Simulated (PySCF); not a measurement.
GeClBr, SMILES [Cl][Ge][Br] (connectivity only; charge and spin as stated), neutral, multiplicity 1. Coordinates come from a PBE-D3(BJ)/def2-TZVP optimisation.

Level of theory: PBE-D3(BJ)/def2-TZVP (PySCF).

Harmonic wavenumbers (cm⁻¹): 122, 276, 379. Rotational constants (GHz): 6.056, 1.468, 1.182; symmetry number 1.

Problem. Work out the zero-point energy and the ideal-gas rigid-rotor harmonic-oscillator thermochemistry at 298.15 K and 1 atm.

Solution. ZPE = ½ Σ hcν = ½ × 777 cm⁻¹ = 4.65 kJ/mol. H − E(el) = 18.44 kJ/mol. Entropy in J/(mol K): translation 174.05, rotation 116.39, vibration 23.75, total 314.19. G − E(el) = -75.24 kJ/mol. Cp = 54.86 J/(mol K). Modes under 150 cm⁻¹ make the vibrational entropy uncertain.
